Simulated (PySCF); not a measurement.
Interval between two levels of Cr⁺ by level of theory

Cr⁺ [Ar] 3d5 [6S5/2, M_J = 5/2] → Cr⁺ [Ar] 3d4 4s1 [6D9/2, M_J = 9/2], as a difference of total energies. Computed with PySCF 2.14 in x2c-TZVPall-2c with one added diffuse shell each of s, p, d type (7s8p5d1f, 63 functions), with the two-component X2C-1e Hamiltonian. Correlated levels: [Ne] frozen; the 6 highest virtual spinors dropped. "Screened" scales the spin-orbit matrix elements by Boettger's factors to mimic the two-electron term; Breit and QED terms are absent.

| method | interval between two levels (cm⁻¹) |
| --- | --- |
| GHF (spin-free) | 6702.2 |
| GMP2 (spin-free) | 12330 |
| GHF (screened spin-orbit) | 6955.4 |
| GMP2 (screened spin-orbit) | 12585 |

Errors of the correlated levels include the incompleteness of this basis and the frozen core.

The labels give the starting determinants; with spin-orbit coupling the two ends relaxed to ⟨J²⟩ = 8.75, ⟨L²⟩ = 0.00, ⟨S²⟩ = 8.75 and ⟨J²⟩ = 24.75, ⟨L²⟩ = 6.01, ⟨S²⟩ = 8.75.

For comparison: 12496 cm⁻¹ (measured; NIST Handbook of Basic Atomic Spectroscopic Data (Sansonetti and Martin, J. Phys. Chem. Ref. Data 34, 1559 (2005))).
